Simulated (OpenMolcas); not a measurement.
# Ta2+ in a point-charge field

Ta2+ among 4 point charges of -0.98 e arranged as a tetrahedron (Td), 2.25 Å from the ion.
```
   1.2990    1.2990    1.2990  -0.98
   1.2990   -1.2990   -1.2990  -0.98
  -1.2990    1.2990   -1.2990  -0.98
  -1.2990   -1.2990    1.2990  -0.98
```

```
Program             : OpenMolcas
Method              : CASSCF
Basis               : ANO-RCC-VDZP [7s6p4d2f1g]
Scalar Hamiltonian  : DKH2, point nucleus
Active space        : 3 electrons in 5 orbitals (5d)
State averaging     : 2S+1 = 4 even, 10 roots; 2S+1 = 2 even, 40 roots
Spin-orbit coupling : RASSI with atomic mean-field integrals over the reference wave functions
```

The lowest spin-free states (labels of Td), above the lowest:

| State | Degeneracy | E (cm-1) | Free-ion L (%) |
| --- | --- | --- | --- |
| 4T1 | 3 | 0.0 | F (99) |
| 4T2 | 3 | 2116 | F (100) |
| 4A2 | 1 | 4499 | F (100) |
| 2E | 2 | 8789 | G (56) |
| 2T1 | 3 | 10581 | G (69) |
| 4T1 | 3 | 10671 | P (99) |
| 2T2 | 3 | 10845 | G (88) |
| 2A1 | 1 | 11468 | G (100) |
| 2T1 | 3 | 13655 | P (64) |
| 2T2 | 3 | 14516 | H (72) |
| 2T1 | 3 | 14997 | H (68) |
| 2E | 2 | 15079 | H (64) |
| 2T1 | 3 | 16252 | H (67) |
| 2T2 | 3 | 17506 | D (74) |
| 2E | 2 | 17571 | D (52) |
| 2A2 | 1 | 23341 | F (100) |
| 2T1 | 3 | 23488 | F (96) |
| 2T2 | 3 | 23710 | F (97) |
| 2T2 | 3 | 36700 | D (98) |
| 2E | 2 | 36966 | D (100) |

The lowest levels with spin-orbit coupling:

```
E (cm-1)  Degeneracy  Label      2S+1               g
     0.0           4     Γ8         4                
    1913           2     Γ7         4  1.97 1.97 1.97
    2948           4     Γ8         4                
    5013           2     Γ6         4  0.08 0.08 0.08
    5123           4     Γ8         4                
    5412           2     Γ7         4  3.85 3.85 3.85
    6758           2     Γ6  4 (88 %)  1.94 1.94 1.94
    7247           4     Γ8  4 (84 %)                
    9052           4     Γ8  4 (78 %)                
   10880           4     Γ8  4 (51 %)                
   11885           2     Γ6  4 (74 %)  2.37 2.37 2.37
   12718           4     Γ8  2 (68 %)                
   13541           2     Γ6  2 (89 %)  0.15 0.15 0.15
   13720           2     Γ7         2  2.38 2.38 2.38
   13988           4     Γ8  2 (88 %)                
   14789           2     Γ6  2 (88 %)  1.70 1.70 1.70
   15232           2     Γ7         4  2.50 2.50 2.50
   15234           4     Γ8  4 (89 %)                
   16081           4         2 (84 %)                
   17941           4     Γ8  2 (73 %)
```

Powder χT (cm3 K/mol): 0.0866 at 2 K, 0.0884 at 10 K, 0.0974 at 50 K, 0.109 at 100 K, 0.131 at 200 K, 0.153 at 300 K. The effective moment at 300 K is 2.828 √(χT) = 1.11 μB.

The lowest level has 2S+1 = 4, for which the spin-only value is χT = S(S+1) / 2 = 1.875 cm3 K/mol (g = 2). The computed 0.153 at 300 K differs by -1.722, through orbital momentum, spin-orbit coupling and any other state in reach. With a threefold ground state the orbital momentum is unquenched, so the spin-only value is not expected to hold.

Spin-orbit coupling mixes the spin-free states strongly: the lowest level takes only 66 % from its leading state, 4T1. Without dynamic correlation the repulsion within the d shell is too large (B by tens of per cent), so at a given field states of lower spin stand too high. Point charges give a weaker field than real ligands, and real ions of this kind are as a rule low spin; the high spin found here belongs to the model. The ground term spreads over less than 5000 cm-1, several times less than with real ligands, so orbital moments are less quenched and χT lies further from the spin-only value than at real sites. Point charges carry no covalency, so the field is a model and not that of real ligands. No measured value stands beside these numbers.
